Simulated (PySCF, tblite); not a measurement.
Species: C₂H₁₂FPSi₃.
Z-matrix (Å and degrees, GFN2-xTB geometry), rows numbered from 1:
```
C 
C   1  1.5253
Si  2  1.9039  1  112.91
F   3  1.6260  2  105.39  1    51.20
Si  3  2.3322  2  111.55  1   165.01
Si  5  2.3409  3  116.92  2   -55.12
P   5  2.2537  3  112.98  2   179.52
H   1  1.0875  2  110.79  3    61.59
H   1  1.0871  2  110.29  3   -58.13
H   1  1.0887  2  110.94  3  -178.14
H   2  1.0925  1  108.78  3   121.57
H   2  1.0907  1  109.27  3  -122.81
H   3  1.4668  2  110.10  1   -56.30
H   5  1.4808  3  106.86  2    69.21
H   6  1.4668  5  109.58  3    48.68
H   6  1.4645  5  113.85  3   168.16
H   6  1.4654  5  112.23  3   -69.92
H   7  1.3819  5   95.50  3   -38.58
H   7  1.3817  5   94.89  3    53.93
```

The calculation used PBE0/pcSseg-1 in PySCF (dipole) on a GFN2-xTB geometry, gas phase.

Masses are those of the commonest isotopes; rigid-rotor values at the optimised geometry. The values belong to one conformer with, in the numbering `[CH3:1][CH2:2][Si@@H:3]([F:4])[Si@H:5]([SiH3:6])[PH2:7]`, C1–C2–Si3–F4 51°, C2–Si3–Si5–Si6 -55°, Si3–Si5–P7–H -39° and 54°.

Q: Give the principal moments of inertia and the rotational constants in GHz.

A: Ia = 333.09, Ib = 788.59, Ic = 973.73 u·Å²; 505379 MHz·u·Å²/I gives 1517, 640.9 and 519.0 MHz, that is A = 1.5172, B = 0.6409, C = 0.5190 GHz.

Q: What kind of rotor is it?

A: An asymmetric top; Ray's κ = -0.756.

Q: What does the inertial defect say?

A: Not planar: Δ = Ic − Ia − Ib = -147.95 u·Å². For a rigid frame Δ = −2 Σ m c², so Σ m c² = 73.97 u·Å² lies off the ab plane: 14.50 from hydrogen and 59.47 from heavier atoms. The atom farthest from that plane is 2.09 Å away.

Q: Give the other two planar moments, Paa and Pbb, and the rms extents of the mass along the axes.

A: Paa = Σ m a² = (Ib + Ic − Ia)/2 = 714.61 and Pbb = Σ m b² = (Ia + Ic − Ib)/2 = 259.12 u·Å². With the mass M = 170.00 u, the rms extents √(P/M) along a, b and c are 2.05, 1.23, 0.66 Å.

Q: Which types of transition are allowed, and where do some lines up to J = 5 fall?

A: The dipole components are |μa| = 1.16 D, |μb| = 0.44 D, |μc| = 1.32 D. The squared components, which scale the intensities, stand as 0.78 : 0.11 : 1.00 (a : b : c). Some lines, for components of 0.1 D or more:

```json
{"type": "a", "branch": "Q", "J(Ka,Kc)": "2(1,1) ← 2(1,2)", "MHz": "366", "lower level (cm⁻¹)": "0.141"}
{"type": "b", "branch": "Q", "J(Ka,Kc)": "4(1,3) ← 4(0,4)", "MHz": "1684", "lower level (cm⁻¹)": "0.381"}
{"type": "b", "branch": "R", "J(Ka,Kc)": "4(1,3) ← 3(2,2)", "MHz": "2403", "lower level (cm⁻¹)": "0.357"}
{"type": "a", "branch": "R", "J(Ka,Kc)": "2(1,1) ← 1(1,0)", "MHz": "2442", "lower level (cm⁻¹)": "0.072"}
{"type": "b", "branch": "Q", "J(Ka,Kc)": "4(3,1) ← 4(2,2)", "MHz": "4559", "lower level (cm⁻¹)": "0.517"}
{"type": "a", "branch": "R", "J(Ka,Kc)": "4(2,2) ← 3(2,1)", "MHz": "4743", "lower level (cm⁻¹)": "0.359"}
{"type": "b", "branch": "Q", "J(Ka,Kc)": "5(3,3) ← 5(2,4)", "MHz": "4784", "lower level (cm⁻¹)": "0.704"}
{"type": "b", "branch": "R", "J(Ka,Kc)": "4(1,4) ← 3(0,3)", "MHz": "4997", "lower level (cm⁻¹)": "0.230"}
{"type": "a", "branch": "R", "J(Ka,Kc)": "5(3,2) ← 4(3,1)", "MHz": "5848", "lower level (cm⁻¹)": "0.669"}
{"type": "c", "branch": "Q", "J(Ka,Kc)": "5(4,2) ← 5(3,2)", "MHz": "6514", "lower level (cm⁻¹)": "0.864"}
{"type": "b", "branch": "R", "J(Ka,Kc)": "3(3,0) ← 2(2,1)", "MHz": "8174", "lower level (cm⁻¹)": "0.241"}
```

Q: Estimate the classical rotational partition function at 25 K, 298.15 K and 500 K.

A: Point group C1, symmetry number σ = 1; q = (√π/σ)·√((kT/h)³/(ABC)), k/h = 20836.6 MHz/K: 29700 at 25 K, 1220000 at 298.15 K, 2650000 at 500 K.

Its GFN2-xTB frequencies are all real (lowest 16 cm⁻¹). No vibrational averaging or centrifugal distortion is included, and the geometry carries the error of its method. A rigid rotor knows nothing of internal rotation, which can split or shift real lines.
